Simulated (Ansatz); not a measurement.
`C[NH][Zr]([F])([F])[F]` and `[NH2][Zr]([F])([F])[F]` differ in one atom or group.

Ansatz, PBE0-D4/def2-TZVP geometries, multiplicity 1. Each molecule was computed in one conformer, which needn't be the lowest.

Elements past krypton have def2 core potentials.

```
                                          property  `C[NH][Zr]([F])([F])[F]`
             LUMO energy (ωB97M-V/def2-TZVPP) / eV                      0.52
               HOMO energy (B3LYP/def2-TZVPP) / eV                     -7.29
size of the dipole moment (ωB97M-V/def2-TZVPP) / D                      2.68
                 HOMO energy (PBE/def2-TZVPP) / eV                     -6.13
             HOMO energy (ωB97M-V/def2-TZVPP) / eV                     -9.80
  size of the dipole moment (B3LYP/def2-TZVPP) / D                      2.81
```

What does the change do to each property? (Estimate.)

Ansatz gave: 
| property | `[NH2][Zr]([F])([F])[F]` | shift |
| --- | --- | --- |
| LUMO energy (ωB97M-V/def2-TZVPP) / eV | 0.40 | -0.12 |
| HOMO energy (B3LYP/def2-TZVPP) / eV | -7.94 | -0.65 |
| size of the dipole moment (ωB97M-V/def2-TZVPP) / D | 2.42 | -0.26 |
| HOMO energy (PBE/def2-TZVPP) / eV | -6.72 | -0.59 |
| HOMO energy (ωB97M-V/def2-TZVPP) / eV | -10.54 | -0.74 |
| size of the dipole moment (B3LYP/def2-TZVPP) / D | 2.50 | -0.31 |

With PBE0 the HOMO falls by 0.68 eV and the LUMO falls by 0.06 eV, so the gap widens by about 0.62 eV. PBE moves the HOMO by -0.59 eV and ωB97M-V by -0.74 eV. Dipoles are sizes alone; their direction can turn.

Positive LUMOs are unbound, so they and the gaps depend on the basis.

B3LYP here is the variant with VWN-RPA as its local correlation; programs differ in this.
